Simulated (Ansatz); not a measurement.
Ideal-gas functions of CH3BrFSi (`C[Si](F)Br`) radical at 298.15 K and 1 bar, from an Ansatz frequency run at PBE0-D4/def2-TZVP.

Molar mass 142.02 g/mol, point group C1 (symmetry number 1), electronic degeneracy 2, moments of inertia 79.141, 251.45, 311.303 u Å². Harmonic wavenumbers (cm⁻¹, unscaled): 145, 165, 206, 266, 417, 695, 773, 783, 891, 1256, 1431, 1439, 3050, 3141, 3158.

Use S(trans) = R[1.5 ln M + 2.5 ln T − 1.1517]; rotational temperatures θ = 24.2544 K / I; S(rot) = R[ln(√π/σ · √(T³/θAθBθC)) + 1.5]; for each mode x = 1.438777 ν̃/T, S = R[x/(eˣ − 1) − ln(1 − e⁻ˣ)] and H = RT x/(eˣ − 1); 1 cm⁻¹ = 0.0119627 kJ/mol; R = 8.31446 J/(mol·K).

Task: By hand: the entropy, in J/(mol·K).

Result: Translation 170.7. Rotation: θ = 0.3065, 0.0965, 0.0779 K, giving 113.5. Vibration, mode by mode: 11.45, 10.43, 8.70, 6.79, 3.77, 1.31, 0.96, 0.93, 0.61, 0.14, 0.07, 0.06, 0.00, 0.00, 0.00, in all 45.2. Electronic 5.8. Sum 335.2 J/(mol·K).

Task: By hand: H − E and G − E in kJ/mol, counted from the electronic energy.

Result: Zero-point energy ½ × 17816 × 0.0119627 = 106.6; thermal vibration 7.7; translation, rotation and pV give 4 RT = 9.9. H − E = 124.2 kJ/mol, and G − E = 124.2 − 298.15 × 335.2/1000 = 24.3 kJ/mol.

Vibration gives 13 % of the entropy, 11.5 J/(mol·K) of it from the mode under 150 cm⁻¹: soft modes count most, and the harmonic formula is weakest for them. The sum counts one conformer and one mirror image; others add a mixing term.
